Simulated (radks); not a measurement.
Results of a calculation; reference values are marked as such.
Polarisability of the tellurium ion Te3+, [Kr] 4d10 5s2 5p1, at imaginary frequency. Level of theory: non-relativistic Kohn-Sham, PBE, spin-polarised, spherical densities, point nucleus; open shells are filled with parallel spins first (spin-orbit coupling, left out, can overturn this in heavy ions); relativity is left out, which matters for an element this heavy (a radial shooting solver on a logarithmic mesh with Libxc functionals). Response by self-consistent Sternheimer equations with the Hartree and adiabatic LDA kernel.

| w (hartree) | alpha1(iw) (bohr^3) |
|---|---|
| 0.00266 | 11.46 |
| 0.0143 | 11.45 |
| 0.0360 | 11.41 |
| 0.0697 | 11.26 |
| 0.118 | 10.90 |
| 0.186 | 10.19 |
| 0.280 | 8.993 |
| 0.413 | 7.321 |
| 0.605 | 5.444 |
| 0.892 | 3.739 |
| 1.35 | 2.428 |
| 2.12 | 1.485 |
| 3.59 | 0.7872 |
| 6.94 | 0.3054 |
| 17.5 | 0.06995 |

Static values: alpha1 = 11.46 bohr^3 (1.698 angstrom^3; uncoupled 20.93). C6 = 60.74, triple-dipole C9 = 480.5 atomic units. One-pole (London) frequency 4 C6 / (3 alpha1^2) = 0.617 hartree, against 1.174 for minus the highest occupied eigenvalue.
